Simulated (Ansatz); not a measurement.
The inner images of a band of Cl2GaH + FH (6 atoms, charge 0, multiplicity 1) are given out of order.

Level of theory: Ansatz 0.2.0, RKS PBE/def2-SVP.

First end point:

```xyz
6
Properties=species:S:1:pos:R:3
Ga 0.009 0.165 0.076
H 0.009 0.705 1.550
Cl 1.837 0.100 -1.082
Cl -1.833 0.033 -1.056
F 0.054 -1.982 0.827
H 0.053 -1.932 1.767
```

Last end point:

```xyz
6
Properties=species:S:1:pos:R:3
Ga 0.021 -0.664 -0.382
H 0.016 0.176 1.956
Cl 1.873 0.268 -0.901
Cl -1.871 0.200 -0.874
F 0.055 -2.297 0.274
H 0.034 -0.595 2.010
```

**Question.** Put them in order from the first end to the last, with their energies above the first end.
A.
```xyz
6
Properties=species:S:1:pos:R:3
Ga 0.019 -0.602 -0.311
H 0.022 0.097 1.902
Cl 1.871 0.273 -0.924
Cl -1.870 0.206 -0.903
F 0.052 -2.206 0.436
H 0.034 -0.680 1.882
```
B.
```xyz
6
Properties=species:S:1:pos:R:3
Ga 0.017 -0.388 -0.134
H 0.024 -0.008 1.749
Cl 1.884 0.223 -0.982
Cl -1.880 0.161 -0.959
F 0.047 -2.034 0.727
H 0.036 -0.865 1.683
```
C.
```xyz
6
Properties=species:S:1:pos:R:3
Ga 0.018 -0.509 -0.222
H 0.023 0.028 1.829
Cl 1.878 0.255 -0.953
Cl -1.875 0.190 -0.931
F 0.049 -2.111 0.584
H 0.035 -0.764 1.775
```
D.
```xyz
6
Properties=species:S:1:pos:R:3
Ga 0.009 0.104 0.048
H 0.012 0.489 1.575
Cl 1.843 0.138 -1.096
Cl -1.840 0.072 -1.072
F 0.051 -2.010 0.867
H 0.053 -1.704 1.760
```
E.
```xyz
6
Properties=species:S:1:pos:R:3
Ga 0.010 0.034 0.019
H 0.016 0.298 1.588
Cl 1.860 0.160 -1.081
Cl -1.858 0.096 -1.056
F 0.049 -2.034 0.922
H 0.051 -1.466 1.690
```
F.
```xyz
6
Properties=species:S:1:pos:R:3
Ga 0.012 -0.088 -0.019
H 0.019 0.127 1.611
Cl 1.885 0.183 -1.036
Cl -1.881 0.118 -1.012
F 0.047 -2.006 0.940
H 0.046 -1.246 1.598
```
G.
```xyz
6
Properties=species:S:1:pos:R:3
Ga 0.015 -0.256 -0.075
H 0.023 0.016 1.677
Cl 1.890 0.196 -1.007
Cl -1.884 0.136 -0.983
F 0.046 -1.988 0.863
H 0.038 -1.016 1.606
```

**Answer.** D (+0.4 kcal/mol), E (+1.7 kcal/mol), F (+5.4 kcal/mol), G (+11.2 kcal/mol), B (+5.5 kcal/mol), C (-2.1 kcal/mol), A (-5.7 kcal/mol).

The run took 87 s on 2 threads of Arm Neoverse V1, with other jobs on the host, peak memory 0.14 GiB.
